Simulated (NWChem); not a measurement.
InH$_{3}$O$_{2}$; SMILES [OH][InH][OH]

```xyz
6

In    -0.2815     0.0181     0.0000
H     -1.9863    -0.0207     0.0000
O      0.8503    -1.6196     0.0000
H      1.7878    -1.3927     0.0000
O      0.9183     1.6183     0.0000
H      0.4401     2.4547     0.0000
```
Atoms are numbered in this order, from 1.

Level: PBE0/def2-SVP with def2 effective core potentials on In (NWChem), optimised geometry, unscaled harmonic frequencies. def2 effective core potentials on In; no spin-orbit coupling.

```json
[
 {"frequency (cm⁻¹)": "141", "IR intensity (km/mol)": "19.1"},
 {"frequency (cm⁻¹)": "296", "IR intensity (km/mol)": "82.4"},
 {"frequency (cm⁻¹)": "332", "IR intensity (km/mol)": "174.9"},
 {"frequency (cm⁻¹)": "425", "IR intensity (km/mol)": "7.2"},
 {"frequency (cm⁻¹)": "430", "IR intensity (km/mol)": "103.6"},
 {"frequency (cm⁻¹)": "606", "IR intensity (km/mol)": "43.6"},
 {"frequency (cm⁻¹)": "620", "IR intensity (km/mol)": "61.7"},
 {"frequency (cm⁻¹)": "780", "IR intensity (km/mol)": "66.7"},
 {"frequency (cm⁻¹)": "825", "IR intensity (km/mol)": "99.7"},
 {"frequency (cm⁻¹)": "1862", "IR intensity (km/mol)": "102.4"},
 {"frequency (cm⁻¹)": "3889", "IR intensity (km/mol)": "59.2"},
 {"frequency (cm⁻¹)": "3900", "IR intensity (km/mol)": "46.9"}
]
```

The zero-point energy comes out as 20.2 kcal/mol and the thermal correction to the enthalpy at 298.15 K (with zero-point energy) is 24.1 kcal/mol. The heat capacity Cv is 17.3 cal/(mol K) and the entropy at 298.15 K and 1 atm (symmetry number 1) is 74.0 cal/(mol K).

Rigid rotor and harmonic oscillator.
